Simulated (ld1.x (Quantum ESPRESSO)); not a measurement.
# S (Z = 16), TM: configuration errors across variants

* Element: sulfur (S)
* Generator: ld1.x (Quantum ESPRESSO) 7.5
* Type: norm-conserving Troullier–Martins (Kleinman–Bylander form)
* Functional: Wu–Cohen
* Relativity: scalar-relativistic
* Frozen core: [Ne]
* Valence charge: 6
* Reference configuration: 3s2 3p4
* Partial waves: 3p (bound): rc 1.55 bohr; 3d channel at 0.4 Ry: rc 1.55 bohr; 3s (bound): rc 1.35 bohr
* Local potential: the s channel
* Core correction: a·sin(br)/r model core inside 1.00 bohr

All-electron excitation energies from the reference (eV): (1) 3s2 3p3 11.746; (2) 3s2 3p2 34.017; (3) 3s2 3p1 68.066; (4) 3s2 3p4.3 -1.700; (5) 3s1 3p4 22.603; (6) 3s1 3p5 10.289; (7) 3s2 3p3.5 4.647.

Errors AE − PS in meV (a dash: test not solved or not reliable):

```tsv
change	(1)	(2)	(3)	(4)	(5)	(6)	(7)	bound ghosts
base	+3.0	+23	+77	+0.3	+4.5	-0.7	+0.4	none
wave 3s (bound): rc 1.35 bohr becomes 3s (bound): rc 0.84 bohr	+12	+85	+289	+0.7	+31	+15	+2.1	none
wave 3s (bound): rc 1.35 bohr becomes 3s (bound): rc 1.02 bohr	+4.8	+34	+112	+0.4	+6.6	-1.0	+0.7	none
wave 3s (bound): rc 1.35 bohr becomes 3s (bound): rc 1.10 bohr	+4.0	+29	+95	+0.4	+4.9	-1.4	+0.6	none
wave 3s (bound): rc 1.35 bohr becomes 3s (bound): rc 1.26 bohr	+3.2	+24	+80	+0.3	+4.4	-0.9	+0.4	none
wave 3s (bound): rc 1.35 bohr becomes 3s (bound): rc 1.36 bohr	+3.0	+23	+77	+0.3	+4.5	-0.7	+0.4	none
wave 3s (bound): rc 1.35 bohr becomes 3s (bound): rc 1.62 bohr	+4.0	+28	+93	+0.4	+3.1	-2.6	+0.6	none
wave 3s (bound): rc 1.35 bohr becomes 3s (bound): rc 1.78 bohr	+5.9	+39	+125	+0.4	0.0	-6.4	+1.0	none
wave 3s (bound): rc 1.35 bohr becomes 3s (bound): rc 1.86 bohr	+7.6	+48	+149	+0.5	-2.4	-9.4	+1.3	none
wave 3s (bound): rc 1.35 bohr becomes 3s (bound): rc 2.04 bohr	+11	+66	+197	+0.7	-7.0	-15	+2.0	none
```

(1) Give the same row for: wave 3s (bound): rc 1.35 bohr becomes 3s (bound): rc 1.50 bohr.

## Answers

(1) +3.3, +24, +81, +0.3, +4.2, -1.1, +0.4; bound ghosts: none.
